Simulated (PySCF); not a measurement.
PySCF input for B(H)(OMe)(SMe) (C2H7BOS), SMILES COBSC, B3LYP/pcSseg-1. Geometry optimised at B3LYP-D3(BJ)/def2-SVP. This is a generated structure with no PubChem entry under its InChIKey; it may be hypothetical. One conformer was computed; it need not be the lowest.

```python
import numpy as np
from pyscf import gto, scf, dft
from pyscf.prop.nmr import rks as nmr

mol = gto.M(
    atom='''
    B    -0.80218360    0.40052086   -0.00000001
    H    -1.92526075    0.84946442   -0.00000000
    O     0.29020505    1.19366642   -0.00000000
    C     0.22040551    2.60555344    0.00000000
    H    -0.82295477    2.96271950    0.00000001
    H     0.73317936    2.99687794   -0.89334044
    H     0.73317937    2.99687793    0.89334045
    S    -0.63244973   -1.39247854    0.00000000
    C     1.18686219   -1.61568408   -0.00000000
    H     1.63195501   -1.16072599    0.89475510
    H     1.38281394   -2.69598302   -0.00000000
    H     1.63195501   -1.16072599   -0.89475510
    ''',
    basis='pcSseg-1',
    charge=0,
    spin=0,
    max_memory=1600,
    verbose=3,
)
mf = dft.RKS(mol, xc='b3lyp')
mf.grids.level = 3
mf.conv_tol = 1e-10
mf.max_cycle = 100
mf.kernel()
n = nmr.NMR(mf)
n.verbose = 2
n.max_cycle_cphf = 60
sigma = n.kernel()
print('atom   isotropic/ppm   span/ppm')
for i, s in enumerate(sigma):
    w = np.linalg.eigvalsh((s + s.T) / 2)
    print(f'{mol.atom_symbol(i):2s}{i + 1:3d} {w.mean():14.3f} {w[2] - w[0]:11.3f}')
```

Log of the run:

```
converged SCF energy = -578.745545605254
atom   isotropic/ppm   span/ppm
B   1         52.700      72.251
H   2         26.146       3.833
O   3        172.143     356.186
C   4        115.719      96.714
H   5         27.432       7.267
H   6         27.273       9.364
H   7         27.273       9.364
S   8        509.512     366.624
C   9        164.560      24.756
H  10         29.223      11.376
H  11         29.794      12.729
H  12         29.223      11.376
```

The calculation finished and met its thresholds.

Cost: roughly 50 core-seconds.
